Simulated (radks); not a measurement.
Problem. Radial electron density D(r) = 4 pi r^2 rho(r) of an atom or ion with 34 electrons. Calculated with a radial shooting solver on a logarithmic mesh with Libxc functionals: scalar-relativistic Kohn-Sham, LDA (Slater exchange, VWN5 correlation), spin-polarised, spherical densities, finite nucleus; Fermi nuclear charge, rms radius of each element as measured or else 0.836 A^(1/3) + 0.57 fm.

```
   r/bohr * D(r) (the largest magnitude, 53.4, reaches the edge; | marks zero)
 0.001398 |*
 0.001601 |*
  0.00182 |*
 0.002085 | *
  0.00237 | *
 0.002715 |  *
 0.003086 |   *
 0.003535 |    *
 0.004018 |     *
 0.004603 |      *
 0.005232 |        *
 0.005994 |          *
 0.006812 |            *
 0.007805 |               *
 0.008871 |                  *
  0.01016 |                      *
  0.01155 |                         *
  0.01323 |                             *
  0.01504 |                                 *
  0.01723 |                                     *
  0.01958 |                                        *
  0.02244 |                                           *
  0.02571 |                                             *
  0.02922 |                                             *
  0.03347 |                                            *
  0.03804 |                                           *
  0.04359 |                                         *
  0.04954 |                                       *
  0.05675 |                                     *
  0.06451 |                                     *
   0.0739 |                                       *
  0.08399 |                                           *
  0.09623 |                                                *
   0.1094 |                                                    *
   0.1253 |                                                      *
   0.1424 |                                                     *
   0.1632 |                                                 *
   0.1854 |                                           *
   0.2125 |                                    *
   0.2415 |                               *
   0.2766 |                              *
   0.3144 |                               *
   0.3602 |                                   *
   0.4127 |                                     *
   0.4691 |                                    *
   0.5374 |                                *
   0.6108 |                          *
   0.6998 |                   *
   0.7953 |             *
   0.9112 |        *
    1.036 |      *
    1.186 |     *
    1.348 |    *
    1.545 |    *
    1.756 |   *
    2.012 |  *
    2.286 | *
     2.62 |*
    2.977 *
    3.411 *
    3.877 *
    4.441 *
    5.048 *
    5.783 *
```

What is the nuclear charge?

Solution. Z = 36. The innermost maximum, from 1s, lies near gamma/Z bohr with gamma = sqrt(1 - (Z/c)^2) = 0.965, here 0.0268 bohr (found: 0.0292), and its height grows with Z. The density is that of the krypton ion Kr2+ in [Ar] 3d10 4s2 4p4; the configuration itself is not fixed sharply by these data, and Z only to about a unit. D(r) has 3 maxima, at r = 0.0292, 0.130, 0.430 bohr, and minima at 0.0600, 0.274 bohr, inside which lie 2.06, 11.05 electrons.
